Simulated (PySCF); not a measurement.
Orbital picture of PrCl

B97-3 at R = 2.587 Å; Pr x2c-TZVPall, Cl x2c-TZVPall; spin-free X2C with a Gaussian nucleus (PySCF 2.14). State: quintet, about 3.0 electrons in the 4f shell (Mulliken), real f orbitals that mix terms. Only the outer orbitals are listed, counted within each symmetry.

| spin | orbital | occ. | ε (eV) | on Pr (%) | main shells (%) |
| --- | --- | --- | --- | --- | --- |
| α | 15σ | 1 | -20.64 | 18 | 82 Cl s, 16 Pr p |
| α | 16σ | 1 | -8.51 | 13 | 87 Cl p |
| α | 8π | 1 | -8.12 | 6 | 93 Cl p |
| α | 8π | 1 | -8.12 | 6 | 93 Cl p |
| α | 1φ | 1 | -4.14 | 100 | 99 Pr f |
| α | 3δ | 1 | -4.01 | 100 | 96 Pr f |
| α | 17σ | 1 | -3.96 | 100 | 94 Pr f |
| α | 18σ | 1 | -3.72 | 100 | 84 Pr s, 10 Pr d |
| α | 4δ | 0 | -0.97 | 100 | 96 Pr d |
| α | 3δ | 0 | -0.96 | 100 | 100 Pr d |
| α | 9π | 0 | -0.96 | 99 | 55 Pr p, 44 Pr d |
| β | 15σ | 1 | -20.35 | 32 | 68 Cl s, 31 Pr p |
| β | 16σ | 1 | -8.42 | 12 | 88 Cl p |
| β | 8π | 1 | -8.12 | 6 | 94 Cl p |
| β | 8π | 1 | -8.12 | 6 | 94 Cl p |
| β | 17σ | 0 | -1.57 | 100 | 86 Pr s, 12 Pr d |
| β | 3δ | 0 | -0.34 | 100 | 100 Pr d |
| β | 3δ | 0 | -0.30 | 100 | 100 Pr d |

Q: Which are the highest filled and the lowest empty level, where do they sit, and how wide is the gap?

A: Highest filled α 18σ at -3.72 eV (in %: 84 Pr s, 10 Pr d); lowest empty β 17σ at -1.57 eV (in %: 86 Pr s, 12 Pr d); the gap at B97-3 is 2.15 eV.

- bond order (Mayer): 0.92
- ⟨S²⟩: 6.002
- charge on Pr (Mulliken, basis-dependent): 0.50
- charge on Pr (Löwdin, basis-dependent): 0.08
- dipole moment (positive dipole means Pr(−)Cl(+)): -4.34 D

Spin–orbit coupling is left out. The state is the lowest single determinant that the PBE0 search found; with open d or f shells the true ground state can be another one.
